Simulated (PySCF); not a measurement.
Isomers of C8H10FP, from PySCF 2.14.0, PBE0-D3(BJ)/def2-SVP geometry optimisation, gas phase. One conformer each, no zero-point energy, no frequencies.

Question: Which isomer lies lowest at this level?
A. `[CH3:1][P:2]([CH3:3])[c:4]1[cH:5][cH:6][c:7]([F:8])[cH:9][cH:10]1` with C1–P2–C4–C5 -130°: A = 2835, B = 583.9, C = 555.2 MHz, dipole 1.41 D
B. `[CH3:1][CH:2]([CH3:3])[c:4]1[cH:5][cH:6][cH:7][c:8]([F:9])[p:10]1` with C1–C2–C4–C5 -114°: A = 2072, B = 786.1, C = 649.4 MHz, dipole 2.60 D
C. `[CH3:1][CH2:2][PH:3][c:4]1[cH:5][cH:6][c:7]([F:8])[cH:9][cH:10]1` with C1–C2–P3–C4 -172°, C2–P3–C4–C5 78°: A = 3279, B = 499.4, C = 479.3 MHz, dipole 1.35 D

Answer: A. That is `c1(P(C)C)ccc(cc1)F`, 4.7 kcal/mol below the next.

| SMILES | mapped SMILES | E (Eh) | relative (kcal/mol) | relative (kJ/mol) | dipole (D) |
| --- | --- | --- | --- | --- | --- |
| CP(C)c1ccc(F)cc1 | [CH3:1][P:2]([CH3:3])[c:4]1[cH:5][cH:6][c:7]([F:8])[cH:9][cH:10]1 | -751.08745 | 0.0 | 0.0 | 1.41 |
| CCPc1ccc(F)cc1 | [CH3:1][CH2:2][PH:3][c:4]1[cH:5][cH:6][c:7]([F:8])[cH:9][cH:10]1 | -751.07998 | 4.7 | 19.6 | 1.35 |
| CC(C)c1cccc(F)p1 | [CH3:1][CH:2]([CH3:3])[c:4]1[cH:5][cH:6][cH:7][c:8]([F:9])[p:10]1 | -751.07253 | 9.4 | 39.2 | 2.60 |
